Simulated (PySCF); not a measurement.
# Oxygen: a sound run and one with changed settings

Sound run: O+ [He] 2s2 2p3, O(2+) [He] 2s2 2p2. All numbers are calculated (PySCF 2.14, the spin-free X2C one-electron Hamiltonian (Gaussian nucleus), in x2c-TZVPall (5s3p2d1f, 31 functions)). The sound run starts from symmetry-adapted Hartree-Fock orbitals and uses a fine grid where one is needed.

A second run was set up differently.

```tsv
species	method	sound run (hartree)	changed run (hartree)	converged
O+	UHF	-74.42662	-74.42662	yes
O+	MN15	-74.57964	-74.57833	yes
O+	PBE0	-74.56413	-74.56397	yes
O(2+)	UHF	-73.15609	-73.15609	yes
O(2+)	MN15	-73.28853	-73.28687	yes
O(2+)	PBE0	-73.26665	-73.26664	yes
```

Ionisation energy of O+:

| method | sound run (eV) | changed run (eV) |
| --- | --- | --- |
| UHF | 34.573 | 34.573 |
| MN15 | 35.133 | 35.142 |
| PBE0 | 35.306 | 35.302 |

What was changed?
A. level shift left on
B. radial grid too coarse
C. too few SCF iterations
D. minimal basis

B. It used radial step 0.3 in ln r (0.13 in the sound run). A coarse radial grid mis-integrates the density and the exchange-correlation energy, with errors of either sign; Hartree-Fock needs no grid.
